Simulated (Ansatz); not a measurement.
Abridged output of a molecular run in Ansatz:

```
Functional definition: HF
1197 factors; integrals over basis functions are off by at most 9.9e-4 eV
mean field evaluation 1: about -116124.1403 eV, gradient 6.6e1 eV
mean field evaluation 2: about -116124.2580 eV, gradient 6.6e1 eV
mean field evaluation 4: about -116129.0728 eV, gradient 5.3e0 eV
mean field evaluation 8: about -116129.1792 eV, gradient 6.7e-1 eV
mean field evaluation 16: about -116129.1817 eV, gradient 5.2e-6 eV
mean field -116129.18174354 eV, -4267.6687138884 hartree, gradient 5.2e-6 eV, S^2 0.000000; 0 other end points of the search recorded, 0 dependent functions left out
19 core orbitals not correlated: weight in the atoms' cores, before any rotation towards them, 1.000 or more for the frozen orbitals, at most 0.000 for the correlated occupied ones
reference -116129.18174354 eV, -4267.6687138884 hartree; 18, 18 occupied and 148, 148 virtual orbitals, 1197 factors
second order -28.12016241 eV of doubles, -0.00000000 eV of singles
cycle   1  -25.21924229 eV  change     2.9e0 eV  update   2.0e-1
cycle   2  -26.29870623 eV  change    -1.1e0 eV  update   1.4e-1
cycle   3  -26.57014981 eV  change   -2.7e-1 eV  update   3.8e-2
cycle   4  -26.57404318 eV  change   -3.9e-3 eV  update   2.0e-2
cycle   5  -26.54077185 eV  change    3.3e-2 eV  update   9.7e-3
cycle   6  -26.53900057 eV  change    1.8e-3 eV  update   3.9e-3
cycle   7  -26.54180007 eV  change   -2.8e-3 eV  update   2.1e-3
cycle   8  -26.54101297 eV  change    7.9e-4 eV  update   7.4e-4
cycle   9  -26.54095995 eV  change    5.3e-5 eV  update   3.8e-4
cycle  10  -26.54150551 eV  change   -5.5e-4 eV  update   1.3e-4
cycle  11  -26.54155430 eV  change   -4.9e-5 eV  update   5.9e-5
cycle  12  -26.54142648 eV  change    1.3e-4 eV  update   2.8e-5
cycle  13  -26.54146573 eV  change   -3.9e-5 eV  update   1.5e-5
perturbative correction -1.05076859 eV, -0.0386150333 hartree
Total energy: -116156.77397785 eV, -4268.6827097967 hartree
```

Its atoms:

```xyz
6

N    -0.3595    0.6671    0.3446
Cu    0.4807   -0.8944   -0.4613
Br    1.4372   -2.6676   -1.3779
H     0.3134    1.4106    0.5016
H    -0.7787    0.4426    1.2413
H    -1.0931    1.0417   -0.2483
```

**Question.** Which basis set was used?
A. def2-TZVPPD
B. def2-TZVPP
C. cc-pV(D+d)Z
D. def2-QZVPP

**Answer.** B. It gives 185 functions.

**Question.** Write the keys of the input that set method, charge and spin (a neutral closed shell needs none for the last two).

**Answer.** 
```yaml
correlation: {method: ccsd_t, frozen_orbitals: {Br: 9, Cu: 9, H: 0, "N": 1}}
```
